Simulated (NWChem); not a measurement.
System: MoSF4; SMILES [F][Mo]([F])([F])(=[S])[F]

NWChem input:

```
start job
memory heap 200 mb stack 900 mb global 1100 mb
geometry units angstroms
  Mo    -0.073035     0.056281    -0.065490
  S      1.306965    -1.010819     1.179410
  F     -1.248635     0.965781    -1.127590
  F      0.169721     1.650813     0.701649
  F      0.753327    -0.290741    -1.610673
  F     -1.512118    -0.904057     0.377467
end
basis spherical
  * library def2-svp
end
ecp
  Mo library def2-ecp
end
dft
  xc pbe0
  iterations 150
  convergence damp 70 ncydp 30 lshift 0.3 ncysh 40
end
driver
  maxiter 120
end
task dft optimize
```

Not confirmed as a minimum by frequencies. def2 effective core potentials on Mo; no spin-orbit coupling.

The level has its own optimisation.

Give the results of this calculation. (PBE0/def2-SVP with def2 effective core potentials on Mo.) Quantities: r Mo–S (Å); dipole (D).


```yaml
r Mo–S (Å): 2.116
dipole (D): 2.11
```
